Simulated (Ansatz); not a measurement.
`F[SiH2][Si](Cl)(Cl)Cl` + `CBOC(C)=O` → `CC(=O)O[SiH2]F` + `CB[Si](Cl)(Cl)Cl`  (redistribution)

Program: Ansatz. Geometries: PBE0-D4/def2-TZVP. ΔE: electronic, gas phase. CCSD(T)/CBS adds triple-zeta CCSD(T) − MP2 to the extrapolated MP2 energy (def2 sets, frozen cores). Each species was taken in one conformer, which may not be the lowest.

`F[SiH2][Si](Cl)(Cl)Cl`:

Z-matrix (Å, degrees):
```
Si
Si 1 2.339
F 1 1.599 2 109.3
H 1 1.483 2 109.4 3 119.1
H 1 1.483 2 109.4 3 -119.1
Cl 2 2.044 1 107.4 3 -179.8
Cl 2 2.039 1 111.6 3 -60.7
Cl 2 2.039 1 111.5 3 61.0
```

`CBOC(C)=O`:

```xyz
13

C     0.526    0.969    2.206
B    -0.392    0.551    1.025
O     0.159   -0.176   -0.005
C    -0.597   -0.740   -0.997
C     0.191   -0.884   -2.258
O    -1.724   -1.093   -0.830
H     1.565    0.655    2.096
H     0.492    2.054    2.353
H     0.129    0.543    3.136
H    -1.546    0.857    0.953
H    -0.414   -1.366   -3.021
H     1.090   -1.471   -2.060
H     0.520    0.100   -2.600
```

`CC(=O)O[SiH2]F`:

```xyz
11

C     0.092    1.156    1.584
C     0.207    0.041    0.601
O     0.739   -1.025    0.800
O    -0.349    0.305   -0.587
Si   -0.196   -0.985   -1.665
F    -0.920   -0.425   -2.967
H     0.567    0.876    2.521
H    -0.962    1.389    1.748
H     0.561    2.053    1.174
H     1.216   -1.226   -2.008
H    -0.954   -2.158   -1.201
```

`CB[Si](Cl)(Cl)Cl`:

Cartesian coordinates in Å:
```
C -1.247 0.325 0.977
B -0.555 0.333 -0.400
Si 1.311 -0.354 -0.688
Cl 2.153 -1.163 0.996
Cl 2.490 1.214 -1.280
Cl 1.352 -1.791 -2.145
H -1.763 -0.654 0.981
H -0.583 0.311 1.843
H -2.032 1.073 1.100
H -1.126 0.706 -1.384
```

| species | CCSD(T)/CBS(def2) energy (Eh) |
| --- | --- |
| `F[SiH2][Si](Cl)(Cl)Cl` | -2058.70441 |
| `CBOC(C)=O` | -293.56968 |
| `CC(=O)O[SiH2]F` | -618.45411 |
| `CB[Si](Cl)(Cl)Cl` | -1733.81522 |

(1) Work out ΔE.

Largest T1 diagnostic among the species: 0.014.

Results:

(1) ΔE = (-618.45411) + (-1733.81522) − (-2058.70441) − (-293.56968) = 0.00476 Eh = +12.5 kJ/mol.

Leaving LDA and LC-ωPBE aside and taking each functional with its dispersion term where it has one, the values, not all of them listed here, spread over 12.5 kJ/mol, from ωB97M-V to PBE-D4. From PBE to PBE0 (25 % exact exchange), in def2-TZVPP and without D4, ΔE moves by −4.5 kJ/mol.
